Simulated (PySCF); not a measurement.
A calculated (r2SCAN, PySCF 2.14, 6-31G*, no relativity, point nucleus) atom or ion has these occupied shells.

```tsv
shell	electrons	orbital energy (eV)	rms radius, mean of both spins (bohr)
1s α	1	-7559.3	0.0659
1s β	1	-7559.3	0.0659
2s α	1	-911.61	0.280
2s β	1	-909.55	0.280
2p α	3	-792.26	0.250
2p β	3	-790.72	0.250
3s α	1	-123.39	0.841
3s β	1	-118.46	0.841
3p α	3	-87.192	0.894
3p β	3	-82.430	0.894
3d α	5	-27.793	1.11
3d β	2	-25.239	1.11
```

**Question.** Name the element and its charge.

**Answer.** Co²⁺ (cobalt, charge +2), in [Ar] 3d7, high-spin 4F determinant.
